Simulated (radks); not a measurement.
Ca2+, configuration [Ar].

Method: non-relativistic Kohn-Sham, B86b exchange with PBE correlation, spin-polarised, spherical densities, point nucleus; computed with a radial shooting solver on a logarithmic mesh with Libxc functionals.

Energy parts (hartree):
total: -676.89317
kinetic: 676.24080
electron-nucleus: -1592.28701
Hartree: 274.84423
exchange-correlation: -35.69119

Orbitals (lengths in bohr, moments of r in powers of bohr; r(max) is where P^2 peaks):
orbital,occ.,eigenvalue (hartree),<1/r>,r(max)
1s,2,-144.9636,19.54,0.05080
2s,2,-15.66311,4.008,0.3021
2p,6,-12.86183,3.936,0.2475
3s,2,-2.27166,1.205,0.9982
3p,6,-1.58367,1.083,1.047

The highest occupied level is 3p at -43.094 eV. The electron density at the nucleus is 5326 e/bohr^3.
